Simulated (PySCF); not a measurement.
Vertical excitations of a molecule C5H12O3Si from TDDFT-PBE/def2-SVP (PySCF), as energy in eV (oscillator strength): 4.99 (0.006), 5.15 (0.026), 5.29 (0.006), 5.70 (0.005), 5.77 (0.017), 6.23 (0.019), 7.04 (0.000), 7.13 (0.001), 7.24 (0.011), 7.42 (0.098). Lowest triplet (TDA): 4.25 eV. Geometry optimised at B3LYP-D3(BJ)/def2-SVP. One conformer was computed; it need not be the lowest.

### Question
Identify the compound among the candidates.
A. C=C[Si](OC)(OC)OC
B. C=C[Si](O)(OC)OCC
C. C=CC[Si](O)(OC)OC

### Answer
A, C=C[Si](OC)(OC)OC
